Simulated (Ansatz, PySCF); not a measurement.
HNP, SMILES [NH+]#P, charge +1.

Geometry: ωB97X-D3(BJ)/def2-TZVPD. The isomer is the one that the SMILES or the coordinates give; other isomers of the formula were not compared.

Vertical ionisation energy (IE) and electron affinity (EA) in eV. Rows of orbital energies are one-electron estimates. Where ΔSCF, EOM or ADC give a negative EA the extra electron is unbound and the value depends on the basis.

```json
[
 {"level": "−ε(HOMO), −ε(LUMO), PBE0/def2-TZVPD (PySCF)", "IE": "17.73", "EA": "9.67"},
 {"level": "−ε(HOMO), −ε(LUMO), M06-2X/def2-TZVPD (PySCF)", "IE": "19.00", "EA": "8.59"},
 {"level": "−ε(HOMO), −ε(LUMO), PBE/def2-TZVPD (PySCF)", "IE": "?", "EA": "?"},
 {"level": "EOM-CCSD/aug-cc-pVDZ (PySCF)", "IE": "20.61", "EA": "6.51"},
 {"level": "ADC(3)/aug-cc-pVDZ (PySCF)", "IE": "20.74", "EA": "6.66"},
 {"level": "ΔSCF, ωB97X-V/def2-TZVPD (Ansatz), final states of multiplicity 2 and 2", "IE": "20.53", "EA": "6.98"},
 {"level": "ΔSCF, PBE/def2-TZVPD (Ansatz), final states of multiplicity 2 and 2", "IE": "20.75", "EA": "6.95"}
]
```

Fill in the missing entries. (The exact figures need the calculation; the answer reports its results.)


- −ε(HOMO), −ε(LUMO), PBE/def2-TZVPD (PySCF), IE: 16.42
- −ε(HOMO), −ε(LUMO), PBE/def2-TZVPD (PySCF), EA: 10.67

What vertical singlet–triplet gap does ΔSCF give with ωB97X-V/def2-TZVPD (Ansatz, a quantum-chemistry and plane-wave program) and with PBE/def2-TZVPD (Ansatz)? (An estimate is asked for; the answer gives what the named calculation found.)

4.75 and 4.89 eV (triplet above singlet where positive).

Beyond the first one, list the lowest photoelectron lines from PySCF 2.14.0 with ADC(3)/aug-cc-pVDZ with their pole strengths (two spins summed). (An estimate is asked for; the answer gives what the named calculation found.)

21.84 eV (1.75), 26.72 eV (0.34).
